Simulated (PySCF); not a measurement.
15N chemical shifts

PySCF calculation with shieldings: GIAO PBE0/pcSseg-1 and geometry from GFN2-xTB; isolated molecule, one conformer, rapidly exchanging positions averaged, no relativistic terms.

Shieldings were converted by a linear fit to measured shifts: 15N (scatter 6.3 ppm rms vs CH3NO2, solution or neat liquid). A few per cent of atoms miss by over 2 rms, more outside the fitted compound classes.

(1) Give the 15N shifts of `N#CC(/C=C\F)=C/[SiH3]`, `N#Cc1ccccc1F`.

(2) Match the shifts -85.1, -119.3, -349.7, -378.4 ppm to `N#C[C@H]1C/C(=C/F)[SiH2]1`, `CC(C)N([SiH3])C(C)C`, `C=C/C(=C/C#N)[SiH2]F`, `CN(C)[SiH2]C(C)(C)C`.

Answers

(1) 
```
             compound       environment  δ (ppm)
N#CC(/C=C\F)=C/[SiH3]  nitrile nitrogen    -99.4
         N#Cc1ccccc1F  nitrile nitrogen    -92.8
```

(2) -85.1: C=C/C(=C/C#N)[SiH2]F (nitrile nitrogen); -119.3: N#C[C@H]1C/C(=C/F)[SiH2]1 (nitrile nitrogen); -349.7: CC(C)N([SiH3])C(C)C (nitrogen bonded to 2 C, Si); -378.4: CN(C)[SiH2]C(C)(C)C (nitrogen bonded to 2 C, Si).
